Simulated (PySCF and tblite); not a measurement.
Results of a calculation; reference values are marked as such.
**C₆H₁₂Si, numbered as in [SiH3:1][C@@H:2]1[C@H:3]2[CH2:4][CH2:5][CH2:6][C@@H:7]12: conformational analysis**

Free energies: B3LYP-D3(BJ)/def2-SVP (IEF-PCM, acetonitrile) on GFN2-xTB structures plus GFN2-xTB thermal terms, symmetry and mirror images included. Conformers within 3 kcal/mol (GFN2-xTB free energy) were kept, 10 at most. GIAO shieldings: mPW1PW91/pcSseg-1 (IEF-PCM, acetonitrile). Shifts are against TMS (¹H), TMS (¹³C), TMS (²⁹Si) at the same level; of two unlike H on one atom, a is the less shielded. Programs: PySCF with density fitting and tblite.

The 5-ring runs over atoms 3–4–5–6–7.

| conformer | shape | symmetry | E(GFN2) kcal/mol | E(DFT) kcal/mol | G(298.15 K) kcal/mol | weight % | dipole D |
| --- | --- | --- | --- | --- | --- | --- | --- |
| 1 | 5-ring envelope (ring torsions 26, -26, 16, 0, -16°) | Cs | 0.00 | 0.00 | 0.00 | 99.7 | 1.13 |
| 2 | 5-ring envelope (ring torsions -28, 28, -17, 0, 17°) | Cs | 1.80 | 3.56 | 3.42 | 0.3 | 1.06 |

Weights (%) against temperature:

```
 T (K)      1    2  S(mix) cal/mol/K
   180  100.0  0.0              0.00
   230   99.9  0.1              0.01
298.15   99.7  0.3              0.04
   330   99.5  0.5              0.07
   400   98.7  1.3              0.14
```

Averaged shifts at 298.15 K. ¹H: 3.72 (H1, 3H), 1.88 (H4a/H6a, 2H), 1.82 (H4b/H6b, 2H), 1.63 (H5a, 1H), 1.36 (H5b, 1H), 1.24 (H3/H7, 2H), -0.49 (H2, 1H) ppm. ¹³C: 32.2 (C4/C6), 26.8 (C3/C7), 23.7 (C5), 1.3 (C2) ppm. ²⁹Si: -65.2 (Si1) ppm.

Coordinates of conformer 1 (Å):

```xyz
19

Si    2.776   -0.368    0.101
C     0.899   -0.404    0.182
C     0.085    0.181   -0.942
C    -1.309   -0.373   -1.146
C    -1.950   -0.354    0.250
C    -1.237    0.766    1.024
C     0.129    0.875    0.380
H     3.318   -0.407    1.462
H     3.214    0.862   -0.564
H     3.249   -1.528   -0.660
H     0.476   -1.282    0.657
H     0.594    0.575   -1.811
H    -1.858    0.279   -1.829
H    -1.302   -1.378   -1.573
H    -1.793   -1.311    0.748
H    -3.025   -0.186    0.198
H    -1.768    1.714    0.902
H    -1.180    0.547    2.091
H     0.672    1.800    0.521
```

Unscaled ²⁹Si shifts at such levels can be off by tens of ppm; differences between conformers or isomers are more reliable. Shifts are unscaled: against experiment ¹³C can be off by 15 ppm or more and ¹H by 0.8 ppm.

Search and properties took 87 s on 1 thread of Arm Neoverse V1 (shared host) (rough), launched as `OMP_NUM_THREADS=1 python ens_run.py task.json out`.
